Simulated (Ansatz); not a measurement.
Reaction (ligand exchange at the Al–Se bond): `C[CH2][AlH][SeH]` + HBr → `C[CH2][AlH][Br]` + H₂Se

Program: Ansatz. Geometries: PBE0-D4/def2-TZVP. ΔE: electronic, gas phase. CBS: MP2 limit from def2 TZ/QZ plus the TZ coupled-cluster correction, frozen cores. Functionals use def2-TZVPP. For Br, Se outer-core shells are correlated without core-valence functions, which leaves a few kJ/mol of doubt a bond. Scalar relativity is left out up to krypton. Each species was taken in one conformer, which may not be the lowest.

`C[CH2][AlH][SeH]`:

```xyz
11

C    -0.134    1.211   -0.596
C     0.904    0.135   -0.293
Al    0.302   -1.451    0.679
Se   -1.911   -1.681    1.344
H    -0.954    0.821   -1.205
H     0.298    2.056   -1.141
H    -0.578    1.613    0.319
H     1.368   -0.222   -1.223
H     1.739    0.560    0.282
H     1.252   -2.658    1.070
H    -2.284   -0.384    0.763
```

HBr:

```xyz
2

Br   -0.190   -0.204   -0.653
H     0.190    0.204    0.653
```

`C[CH2][AlH][Br]`:

```xyz
10

C    -1.274    0.297   -0.209
C     0.219    0.590   -0.336
Al    1.452   -0.701    0.443
Br    0.613   -2.517    1.510
H    -1.580    0.218    0.837
H    -1.882    1.079   -0.672
H    -1.540   -0.650   -0.684
H     0.503    0.700   -1.392
H     0.461    1.564    0.111
H     3.027   -0.580    0.392
```

H₂Se:

Cartesian coordinates in Å:
```
Se -0.537 -0.050 0.421
H 0.551 0.920 0.255
H -0.014 -0.870 -0.676
```

```csv
level,ΔE (kcal/mol)
PBE-D4,-8.7
B97M-V,-10.5
RPA@PBE/def2-TZVPP,-9.5
MP2/def2-TZVPP,-9.8
```

**Question.** What does CCSD(T)/CBS give? (Estimate.)

**Answer.** Ansatz gave: -9.9 kcal/mol. The listed levels differ from it by 1.2, -0.6, 0.4, 0.1 kcal/mol.

Largest T1 diagnostic among the species: 0.009.

Leaving LDA and LC-ωPBE aside and taking each functional with its dispersion term where it has one, the values, not all of them listed here, spread over 2.3 kcal/mol, from BHLYP-D4 to revPBE-D4. LDA lies +0.8 kcal/mol from PBE without D4. From BLYP to BHLYP (50 % exact exchange), in def2-TZVPP and without D4, ΔE moves by −1.2 kcal/mol.
